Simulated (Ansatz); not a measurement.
Input for Ansatz (an electronic-structure program): R-wB97M-V/def2-TZVPPD on CH7ClSi (a complex), monomers drawn apart or pushed together. Files ending in .json are basis or fitting sets from the Basis Set Exchange.

Ansatz 0.2 input:
```yaml
crystal:
  periodic: [false, false, false]
  atoms:
    - {symbol: Cl, position_ang: [0.04391659, -0.22378811, -0.15161709]}
    - {symbol: H, position_ang: [-0.36988407, -0.71966928, 0.96291862]}
    - {symbol: C, position_ang: [0.82497183, 0.81186460, 3.26932259]}
    - {symbol: Si, position_ang: [-0.42815018, -0.49980070, 3.73016037]}
    - {symbol: H, position_ang: [1.14850972, 1.36051369, 4.15573092]}
    - {symbol: H, position_ang: [0.40127872, 1.52620332, 2.56193752]}
    - {symbol: H, position_ang: [1.70579085, 0.36458623, 2.80598904]}
    - {symbol: H, position_ang: [0.14326031, -1.48883069, 4.67358463]}
    - {symbol: H, position_ang: [-0.86020581, -1.24935590, 2.51595401]}
    - {symbol: H, position_ang: [-1.64270854, 0.09759964, 4.33221576]}
basis:
  gaussian:
    orbitals: def2-TZVPPD.json
hamiltonian:
  xc: {name: wB97M-V}
scf: {lower_state_search: off}
```

**Question.** What total energy does the run end on?

**Answer.** -791.9611 hartree.

**Question.** How many basis functions does it have, and what does it roughly cost on one machine?

**Answer.** 255 functions; very roughly 12 core-seconds.
